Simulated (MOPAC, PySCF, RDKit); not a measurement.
Noncovalent pair: CH4O (SMILES CO) (first 6 atoms) with H4OSi (SMILES O[SiH3]); geometry from B3LYP-D3(BJ)/def2-TZVP, rigid monomers moved along the line of their centres of mass till O2···H9 is 1.63 Å.
(charge 0, multiplicity 1):
```xyz
12

C     -0.0629     0.0915     0.1839
O     -0.9976     0.3478     1.2362
H     -0.1007    -0.9507    -0.1428
H      0.9253     0.2959     0.5903
H     -0.2389     0.7514    -0.6690
H     -1.8898     0.1680     0.9225
O     -0.1183    -0.9960     3.2805
Si     0.9763    -0.2018     4.2095
H     -0.5392    -0.5052     2.5508
H      2.0664     0.3951     3.3909
H      1.5587    -1.1959     5.1366
H      0.3633     0.8973     4.9994
```

Monomers are frozen at their geometry in the pair; levels with a basis set take the counterpoise correction. RDKit's UFF carries no charges.

Rows in 6-31G* carry no dispersion term and start afresh at each structure (6-31G* with six Cartesian d functions). The state that PM6 reach isn't checked.

The values were computed with MOPAC for PM6 (differences of heats of formation); PySCF for 6-31G* rows; RDKit for the force fields. Each number belongs to the level named beside it.

Problem. One of these levels gives -3.62 kcal/mol for the interaction energy. Which one is it?
A. PM6
B. UFF
C. B3LYP/6-31G*
D. HF/6-31G*

Solution. D, HF/6-31G*. The others give 148.95 (UFF), -5.10 (PM6), -5.89 (B3LYP/6-31G*)
